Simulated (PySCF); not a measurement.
BeH₂O₂, SMILES [Be]([OH])[OH].

Coordinates come from a B3LYP-D3(BJ)/def2-TZVP optimisation. One conformer was computed; it need not be the lowest.

These are PBE0/def2-TZVPD (PySCF) values and carry that method's errors.

Symmetry labels are those of the subgroup C2 that the program uses (full group C2).

Computed valence orbital energies around the gap with their symmetry:
```json
[
 {"orbital": "HOMO−7", "symmetry": "B", "energy (eV)": "-27.26"},
 {"orbital": "HOMO−6", "symmetry": "A", "energy (eV)": "-27.14"},
 {"orbital": "HOMO−5", "symmetry": "B", "energy (eV)": "-14.18"},
 {"orbital": "HOMO−4", "symmetry": "A", "energy (eV)": "-14.02"},
 {"orbital": "HOMO−3", "symmetry": "B", "energy (eV)": "-9.89"},
 {"orbital": "HOMO−2", "symmetry": "A", "energy (eV)": "-9.83"},
 {"orbital": "HOMO−1", "symmetry": "A", "energy (eV)": "-9.10"},
 {"orbital": "HOMO", "symmetry": "B", "energy (eV)": "-9.03"},
 {"orbital": "LUMO", "symmetry": "A", "energy (eV)": "-0.54"},
 {"orbital": "LUMO+1", "symmetry": "B", "energy (eV)": "0.45"},
 {"orbital": "LUMO+2", "symmetry": "A", "energy (eV)": "0.88"},
 {"orbital": "LUMO+3", "symmetry": "B", "energy (eV)": "0.89"}
]
```
